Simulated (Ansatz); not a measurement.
Species: H$_{3}$InS, SMILES `[SH][InH2]` (H–S–In–H torsion 180°) (charge 0, multiplicity 1), formula H$_{3}$InS.

Q: How many basis functions does frozen-core CCSD(T)/def2-TZVPP // B3LYP-D3(BJ)/def2-TZVP run with Ansatz (a first-principles code) use, how many core orbitals are frozen, and how many electrons are correlated?

A: 134 basis functions and 9 frozen orbitals, which leaves 22 correlated electrons (filled d shells below the valence shell are correlated). Core time is of the order of seconds.
